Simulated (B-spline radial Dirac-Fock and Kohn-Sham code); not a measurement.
## Two-hole binding energies of Br⁺

System: the Br⁺ ion, configuration [Ar] 3d10 4s2 4p4.

Model: ΔSCF Dirac-Fock with Breit, self-energy and vacuum polarisation, finite nucleus, configuration average. Program: an atomic code on a B-spline grid. U is the two-hole binding energy less the two single-hole energies, the effective repulsion of the holes after relaxation. Each two-hole energy is an average over J within one jj subconfiguration.

```
          holes  E(a) (eV)  E(b) (eV)  E(ab) (eV)  U (eV)
   1s⁻¹ 2p1/2⁻¹    13494.5     1618.1     15248.4   135.8
   1s⁻¹ 3p1/2⁻¹    13494.5      213.5     13746.2    38.3
   1s⁻¹ 3d3/2⁻¹    13494.5      89.92           ?       ?
   1s⁻¹ 3d5/2⁻¹    13494.5      88.89     13614.9    31.6
           2s⁻²     1809.1     1809.1      3698.3    80.2
        2p1/2⁻²     1618.1     1618.1      3334.4    98.1
   2s⁻¹ 3p1/2⁻¹     1809.1      213.5      2056.3    33.8
   2p1/2⁻¹ 3s⁻¹     1618.1      280.7      1932.6    33.8
   2s⁻¹ 3d3/2⁻¹     1809.1      89.92      1932.1    33.1
   2s⁻¹ 3d5/2⁻¹     1809.1      88.89      1930.9    32.9
2p1/2⁻¹ 3d5/2⁻¹     1618.1      88.89      1740.4    33.4
2p1/2⁻¹ 3d3/2⁻¹     1618.1      89.92      1740.1    32.1
        3d3/2⁻²      89.92      89.92       207.3    27.4
        3d5/2⁻²      88.89      88.89       205.3    27.5
```

Q: Give the missing two-hole energy and U.

A: E(ab) = 13616.2 eV and U = 31.8 eV.

Values without a named source are computed, but for edge energies of neutral atoms, which are taken from tables.
